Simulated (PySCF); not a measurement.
Gas-phase reaction: 2 GaH + 2 N₂ + Ga₂H₆ = 4 GaNH₂

Method: PySCF energies plus ideal-gas RRHO corrections (1 bar). † marks an energy on the PBE0/def2-TZVP geometry and frequencies. CCSD(T) freezes the core. All species are closed-shell singlets. B3LYP is the form with VWN-RPA correlation. Ga: all electrons, no relativistic terms. GaH, Ga₂H₆, GaNH₂: computed as isolated molecules; such fragments, hydroxides, amides, oligomers or adducts are transient or little studied in the gas. CCSD(T) isn't extrapolated to the basis-set limit; its ΔH°(298 K) is -101.7 kJ in def2-SVP and -170.0 kJ in def2-TZVPP. The harmonic model lacks anharmonicity and excited electronic states, which grow with temperature; levels with a mode under 35 cm⁻¹ are left out.

ΔH° and ΔS° at 298 K: B3LYP/def2-TZVP† -243 kJ, -74 J/K; BLYP/def2-TZVP† -241 kJ, -74 J/K; CCSD(T)/def2-TZVPP† -170 kJ, -74 J/K; HF/def2-TZVP† -100 kJ, -74 J/K; M06-2X/def2-TZVP† -252 kJ, -74 J/K.

Question: With the heat capacities included, give log10 K (1 bar) at 600, 800, 1200, 1400, 2500 K from B3LYP/def2-TZVP†, BLYP/def2-TZVP†, CCSD(T)/def2-TZVPP†, HF/def2-TZVP†, M06-2X/def2-TZVP†.

Answer: 
```csv
T (K),B3LYP/def2-TZVP†,BLYP/def2-TZVP†,CCSD(T)/def2-TZVPP†,HF/def2-TZVP†,M06-2X/def2-TZVP†
600,17.2,17.1,10.9,4.8,18.0
800,11.9,11.8,7.1,2.6,12.5
1200,6.4,6.3,3.2,0.2,6.8
1400,4.8,4.7,2.0,-0.6,5.1
2500,0.3,0.2,-1.2,-2.7,0.5
```
